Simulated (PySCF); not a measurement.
BeCl, SMILES [Be][Cl], multiplicity 2. Coordinates come from a B3LYP-D3(BJ)/def2-TZVPD optimisation. The multiplicity is an assumed one; other spin states were not compared.

Computed equilibrium geometry at B3LYP-D3(BJ)/def2-TZVPD (PySCF confirms it by a frequency run) as bond lengths and angles, and its point group:
point group C∞v.
Atoms: Be1 Cl2. Bond lengths (Å): Be1–Cl2 1.814.
Charge 0, spin multiplicity 2.
